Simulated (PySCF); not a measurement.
methyl 2-iodoprop-2-enoate (C4H5IO2), SMILES C=C(C(OC)=O)I.

The structure is a stationary point at B3LYP-D3(BJ)/def2-SVP. The def2 effective core potentials stand for the cores of I; spin–orbit coupling is left out. The values are those of a single conformer.

All values below come from PySCF with PBE/def2-TZVP.

Gas-phase values at a fixed geometry.

```
Property                                                                                                         Value
---------------------------------------------------------------------------------------------  -----------------------
total energy                                                                                        -603.32583 hartree
point group                                                                                                         Cs
highest occupied level                                                                                        -6.15 eV
lowest empty level                                                                                            -2.67 eV
orbital gap                                                                                                    3.48 eV
dipole moment                                                                                                   0.79 D
quadrupole, principal values (traceless, Buckingham form, about the centre of nuclear charge)  -9.14, -3.94, 13.09 D·Å
```
